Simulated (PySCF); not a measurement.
C₄H₁₀O, triplet, at the geometry of the source list (a higher spin typed on purpose: for a closed-shell molecule this is an excited state); CAMB3LYP/3-21G in PySCF.

Here is a job for PySCF.
```python
from pyscf import gto, scf, dft

mol = gto.Mole()
mol.atom = '''
    C    -0.181300   -1.371700   -0.419200
    C    -0.102800    0.013400    0.233700
    C    -0.602900    1.082400   -0.745100
    C     1.330500    0.317200    0.667300
    O    -0.884300    0.036800    1.421200
    H     0.455500   -1.412800   -1.298400
    H     0.143800   -2.132200    0.286300
    H    -1.203700   -1.594500   -0.721700
    H    -0.576400    2.060000   -0.270400
    H     0.022900    1.105700   -1.632800
    H    -1.627600    0.873000   -1.049400
    H     1.996100    0.317600   -0.190600
    H     1.662900   -0.432400    1.379600
    H     1.367200    1.288900    1.151000
    H    -1.799800   -0.151300    1.188400
'''
mol.basis = '3-21g'
mol.charge = 0
mol.spin = 2
mol.verbose = 5
mol.build()

mf = dft.UKS(mol)
mf.xc = 'camb3lyp'
mf.kernel()
```

The log (banner, timings and long lists left out):

```
PySCF version 2.14.0

[INPUT] verbose = 5
[INPUT] max_memory = 4000
[INPUT] num. atoms = 15
[INPUT] num. electrons = 42
[INPUT] charge = 0
[INPUT] spin (= nelec alpha-beta = 2S) = 2
[INPUT] symmetry False subgroup None
[INPUT] Mole.unit = angstrom
[INPUT] Symbol           X                Y                Z      unit          X                Y                Z       unit  Magmom
[...]
[INPUT] ---------------- BASIS SET ----------------
[INPUT] l, kappa, [nprim/nctr], expnt,             c_1 c_2 ...
[INPUT] H
[...]
                                0.824547          0.904691
[...]
[INPUT] O
[...]
                                48.4308           0.3515
                                10.4206           0.707658
[...]
                                1.5762            1.22156
[...]
                                1.5762            0.853955
[...]
[INPUT] C
[...]
                                25.9109           0.358794
                                5.53335           0.700713
[...]
                                0.770545          1.21584
[...]
                                0.770545          0.860619
[...]
nuclear repulsion = 199.91441567973
number of shells = 45
number of NR pGTOs = 105
number of NR cGTOs = 65
basis = 3-21g
ecp = {}

******** <class 'pyscf.dft.uks.UKS'> ********
method = UKS
initial guess = minao
damping factor = 0
level_shift factor = 0
DIIS = <class 'pyscf.scf.diis.CDIIS'>
diis_start_cycle = 1
diis_space = 8
diis_damp = 0
SCF conv_tol = 1e-09
SCF conv_tol_grad = None
SCF max_cycles = 50
direct_scf = True
direct_scf_tol = 1e-13
number electrons alpha = 22  beta = 20
XC library pyscf.dft.libxc version 7.1.2
    S. Lehtola, C. Steigemann, M. J. T. Oliveira, and M. A. L. Marques,  SoftwareX 7, 1–5 (2018)
XC functionals = camb3lyp
    T. Yanai, D. P. Tew, and N. C. Handy,  Chem. Phys. Lett. 393, 51 (2004)
radial grids:
    Treutler-Ahlrichs [JCP 102, 346 (1995); DOI:10.1063/1.469408] (M4) radial grids

becke partition: Becke, JCP 88, 2547 (1988); DOI:10.1063/1.454033
pruning grids: <function nwchem_prune>
grids dens level: 3
symmetrized grids: False
atomic radii adjust function: <function treutler_atomic_radii_adjust>
small_rho_cutoff = 0
Set gradient conv threshold to 3.16228e-05
atom C rad-grids = 75, ang-grids = [ 50  50  50  50  50  50  50  50  50  50  50  50  50  50  50  50  50  50
  50  50  50  50  86  86  86  86  86  86  86  86  86  86 266 266 266 266
 266 266 302 302 302 302 302 302 302 302 302 302 302 302 302 302 302 302
[...]
   1.80641957   2.03787268   2.08609558   2.35036458   3.15934556]
multiplicity <S^2> = 2.0030831  2S+1 = 3.0020547
nelec by numeric integration = [22.0000515  20.00004439]
E1 = -708.1254422131076  E2 = 276.232773056121  Ecoul = 310.0071040213668  Exc = -33.77433096524581
cycle= 15 E= -231.978253477257  delta_E= -7.38e-11  |g|= 1.94e-06  |ddm|= 0.000111

  alpha mo_energy =
[-19.23226914 -10.27986738 -10.20090956 -10.20043589 -10.18900651
  -1.21707615  -0.90660349  -0.79371855  -0.79122781  -0.69657368
  -0.60275308  -0.57987999  -0.55844794  -0.50753239  -0.49900139
  -0.47457845  -0.45896272  -0.45701486  -0.44322856  -0.40767779
  -0.40716725  -0.02976448   0.16012279   0.17277039   0.21090666
   0.21657501   0.22987937   0.23533319   0.25827467   0.26093207
   0.28279738   0.29086091   0.29172351   0.3065114    0.3096369
   0.70496776   0.70779106   0.73740399   0.78793837   0.796807
   0.79742216   0.88375689   0.88438004   0.90691964   0.98970281
   0.99583244   1.04377333   1.10946882   1.11887265   1.14347997
   1.15072491   1.15564424   1.17359076   1.18412348   1.18854197
   1.23007741   1.23274655   1.54093006   1.5757198    1.66775154
   1.78061698   2.03301501   2.08090533   2.33920164   3.10749929]
  beta  mo_energy =
[-19.20228788 -10.27865708 -10.19877371 -10.19830875 -10.18890583
  -1.146083    -0.89084528  -0.78717844  -0.78507829  -0.67312959
  -0.5828269   -0.54487685  -0.53170083  -0.49909594  -0.47155403
  -0.46346246  -0.44360846  -0.44200912  -0.42073107  -0.39894611
  -0.14028459   0.14318708   0.17244065   0.20610758   0.21253584
   0.2324291    0.23872247   0.25361778   0.26457231   0.26793305
   0.2919524    0.29202568   0.30547878   0.31833286   0.31848854
   0.70748934   0.70943347   0.74254245   0.79630728   0.80441785
   0.81294337   0.88918465   0.89298623   0.91049731   0.99290225
   0.99807819   1.05396965   1.12003431   1.13736079   1.14390598
   1.15543596   1.15771598   1.18089234   1.18715153   1.19160812
   1.23372958   1.23554457   1.58493569   1.62969032   1.68889976
   1.80641935   2.03787247   2.08609601   2.35036446   3.15934533]
multiplicity <S^2> = 2.0030831  2S+1 = 3.0020547
nelec by numeric integration = [22.0000515  20.00004439]
E1 = -708.1254444198674  E2 = 276.2327752628744  Ecoul = 310.00710581681324  Exc = -33.774330553938874
Extra cycle  E= -231.978253477264  delta_E= -6.48e-12  |g|= 1.29e-06  |ddm|= 1.37e-05
converged SCF energy = -231.978253477264  <S^2> = 2.0030831  2S+1 = 3.0020547
```
